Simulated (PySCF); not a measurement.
Cartesian coordinates (Å):
SMILES: [SiH3][SiH2][SiH2]C
```xyz
14

C     -2.0070     0.3068    -0.7809
Si    -1.1505    -1.0304     0.2284
Si     0.7684    -0.1670     1.2639
Si     2.2420     0.6494    -0.3663
H     -2.8978    -0.0865    -1.2732
H     -2.3111     1.1381    -0.1426
H     -1.3397     0.7000    -1.5499
H     -0.7421    -2.1529    -0.6557
H     -2.0808    -1.5776     1.2494
H      0.3945     0.9469     2.1760
H      1.4488    -1.2117     2.0725
H      1.5627     1.6887    -1.1810
H      2.6520    -0.4513    -1.2733
H      3.4605     1.2475     0.2326
```
Charge 0, spin multiplicity 1.

Task: What dipole moment, LUMO, HOMO–LUMO gap, total energy and HOMO does PBE-D3(BJ)/def2-TZVP // B3LYP-D3(BJ)/def2-TZVP (PySCF) give?

Result: 
The dipole moment is 0.84 D and the LUMO comes out as -0.96 eV. The HOMO–LUMO gap comes out as 5.75 eV and the total energy is -912.1230 Ha. The HOMO comes out as -6.71 eV.
